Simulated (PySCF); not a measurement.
**Polarisability and C₆ of Os (osmium, neutral)**

[Xe] 4f14 5d5 6s2 6p1, high-spin 7P determinant (an excited configuration). Computed with PySCF 2.14 in ANO-RCC-VTZP (8s7p5d3f2g1h, 104 functions), with scalar relativity by spin-free X2C-1e. Coupled (time-dependent) response in atomic units; α is the mean over directions. The basis has no added diffuse functions, which lowers α and C₆.

```csv
method,mean α (bohr³),"α xx, yy, zz",C₆ (like pair),S(−4)
revPBE,50.44,"42.50, 66.32, 42.50",537.8,1528
```

S(−4) is the Cauchy moment in α(ω) = α(0) + S(−4) ω² + …

Spin-orbit coupling is absent.

α(iu) at revPBE:

```csv
u (hartree),α(iu) (bohr³)
0,50.44
0.0500,47.24
0.100,41.32
0.200,30.73
0.300,23.04
0.500,14.13
0.750,9.083
1.00,6.592
1.50,4.141
2.00,2.906
3.00,1.680
5.00,0.7869
```

The components differ because the open shell of this determinant is not spherical; for a pure term their mean is the scalar polarisability.

Spin-orbit coupling, absent here, splits the open shell strongly.
